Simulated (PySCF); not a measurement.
# Stretching SrIn

Set-up: PySCF, scalar-relativistic core potentials, basis sets Sr def2-SVP with ECP28, In def2-SVP with ECP28. Energies in eV from Sr + In in their ground configurations at the same level. All curves are PBE0. state 1: ²Π (doublet), unpaired electrons π ↑; state 2: ²Σ⁺ (doublet), unpaired electrons σ ↑, a second solution, started from another occupation; state 3: quartet, unpaired electrons σ ↑, π ↑↑, a second solution, started from another occupation; state 4: ⁴Π (quartet), unpaired electrons σ ↑↑, π ↑, a second solution, started from another occupation.

```
R (Å)  state 1  state 2  state 3  state 4
2.971  -0.2599   0.5286  -0.0574   0.3623
3.110  -0.4347   0.2082  -0.0563   0.2103
3.248  -0.5279  -0.0104   0.0046   0.1408
3.351  -0.5597  -0.1241   0.0755   0.1273
3.455  -0.5679  -0.2045   0.1602   0.1379
3.559  -0.5590  -0.2587   0.2534   0.1665
3.697  -0.5291  -0.2999   0.3844   0.2244
3.870  -0.4746  -0.3159   0.5502   0.3174
4.077  -0.3996  -0.3027   0.7425   0.4447
4.353  -0.3029  -0.2592   0.9768   0.6224
```

Problem. Put a parabola through the three lowest points of the state 1 curve and estimate Re, k and ωe (reduced mass 49.8 u; 1 eV/Å² = 0.16022 mdyn/Å; ωe = 1302.8·√(k/μ) cm⁻¹).

Solution. Through R = 3.351, 3.455, 3.559 Å the second-order coefficient is 0.790 eV/Å², so Re ≈ 3.453 Å, k ≈ 0.253 mdyn/Å and ωe ≈ 93 cm⁻¹. A polynomial fit of higher order to the unrounded PBE0 energies gives Re = 3.448 Å, k = 0.260 mdyn/Å, ωe = 94.1 cm⁻¹; anharmonicity and rounding make the difference.

The higher-order fit for each curve: state 1: Re = 3.448 Å, ωe = 94.1 cm⁻¹, De = 0.57 eV; state 2: Re = 3.878 Å, ωe = 66.7 cm⁻¹, minimum 0.316 eV below the ground-state fragments; state 4: Re = 3.353 Å, ωe = 110 cm⁻¹, minimum 0.127 eV above the ground-state fragments. State 3 gave no clean fit.

These are scalar-relativistic numbers at best; spin–orbit coupling would shift them, the dissociation energy most. The state is the lowest determinant that a PBE0 search found; another state may lie lower at other levels.
